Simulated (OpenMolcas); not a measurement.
## d9 ions of charge +2 down a group with 6 bromide ligands in octahedral coordination

* Program: OpenMolcas 26.06
* Method: CASSCF
* Spin-orbit coupling: RASSI with atomic mean-field integrals over the reference wave functions

The d shell is active. Anionic complexes are neutralised by point charges behind the ligands. Distances were set from a Shannon-type radius of the metal (high-spin where two are listed) plus a fixed donor radius (Br 1.91 Å). Ligand basis ANO-RCC-VTZP, DKH2 Hamiltonian. States (labels of O, the rotations of Oh). Energies in cm-1 above the lowest state or level, χT in cm3 K/mol; 10Dq is the gap between the two states. Spin-only χT is S(S+1) / 2 for the spin of the ground state.

| Ion | Shell | R (Å) | Metal basis | Outer charge (e at Å behind ligand) | Ground state | First state of that spin | 10Dq | First gap with spin-orbit (degeneracies) | χT at 300 K | Spin-only χT |
| --- | --- | --- | --- | --- | --- | --- | --- | --- | --- | --- |
| Cu2+ | 3d9 | 2.64 | ANO-RCC-VTZP | 0.67 at 2.4 | 2E | 2T2 2389 | 2389 | 1876 (4, 2) | 0.889 | 0.375 |
| Ag2+ | 4d9 | 2.85 | ANO-RCC-VTZP | 0.67 at 2.4 | 2E | 2T2 5304 | 5304 | 4114 (4, 2) | 0.728 | 0.375 |

|10Dq| changes by a factor of 5304 / 2389 = 2.22 from Cu2+ to Ag2+.

χT departs most from the spin-only value for Cu2+, by +0.514 cm3 K/mol.

An orbital doublet at a regular site is open to a Jahn-Teller distortion, which this geometry leaves out. Ligand-to-metal charge-transfer states are missing. With metal d orbitals alone and no dynamic correlation the field as a rule comes out too small, by tens of per cent, by up to half for chloride and softer ligands, and the orbital part of g and χT, which goes as 1/10Dq, too large (holds for Cu2+). The least metal-like active orbital is 84 % on the metal (Löwdin) and no ligand orbital is active, so the numbers are rough (holds for Ag2+). With metal d orbitals alone the field can be off either way by tens of per cent (holds for Ag2+). No measured value stands beside these numbers; the geometry was imposed, not optimised, and the real ion may take another.
